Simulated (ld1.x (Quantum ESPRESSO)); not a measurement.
# Sb, TM: configuration errors across variants

ld1.x (Quantum ESPRESSO) 7.5 input, shortened:

```
&input
   title='Sb', zed=51., rel=1, dft='PW91', iswitch=3,
   config='[Kr] 4d10 5s1 5p4'
 /
 &inputp
   pseudotype=2, tm=.true., lloc=-2, rcloc=0.80,
   nlcc=.false.
 /
3
5S  1  0   1.00   0.00  1.60  1.60  0.0
5P  2  1   4.00   0.00  2.35  2.35  0.0
4D  3  2  10.00   0.00  1.05  1.05  0.0
 &test
   configts(1)='4d10 5s1 5p4'
 /
```

All-electron excitation energies from the reference (eV): (1) 4d10 5s2 5p3 -8.139; (2) 4d10 5s2 5p2 0.237; (3) 4d10 5s2 5p1 16.283; (4) 4d10 5s2 5p3.3 -9.311; (5) 4d10 5s1 5p0 85.197; (6) 4d10 5s1 5p3 8.995; (7) 4d10 5s2 5p0 40.792.

4 further variants failed, have other tests or another functional or relativity, and are left out.

A true bound ghost makes a file unfit for plane-wave use even where its test errors are small: the radial tests pick states by their node count and pass the ghost by.

Errors AE − PS in meV (a dash: test not solved or not reliable):

```tsv
change	(1)	(2)	(3)	(4)	(5)	(6)	(7)	bound ghosts
base	+1.0	-4.7	-8.7	+2.5	+51	-0.1	-6.3	s, p
local potential the s channel	0.0	-5.4	-10	+1.3	+41	-0.8	-9.5	none
wave 5s (bound): rc 1.60 bohr becomes 5s (bound): rc 1.72 bohr	+1.0	-4.0	-6.7	+2.4	+52	0.0	-2.2	s, p
all radii scaled by about 0.81 (s 1.30, p 1.90, d 0.86 bohr); local potential all-electron potential smoothed inside 0.64 bohr (lloc = -2)	+42	+35	+31	+44	+233	+2.3	+47	p, s
local potential all-electron potential smoothed inside 1.60 bohr (lloc = -2)	+2.4	-4.8	-5.5	+4.7	+91	+1.8	+6.9	none
core correction a·sin(br)/r model core inside 1.12 bohr	-1.2	-6.4	-11	+0.2	-8.7	-0.2	-17	s, p
```

**Question.** Give the same row for: wave 4d (bound): rc 1.05 bohr becomes 4d (bound): rc 0.74 bohr.

**Answer.** +0.9, -4.8, -8.8, +2.4, +50, -0.1, -6.4; bound ghosts: s, p.
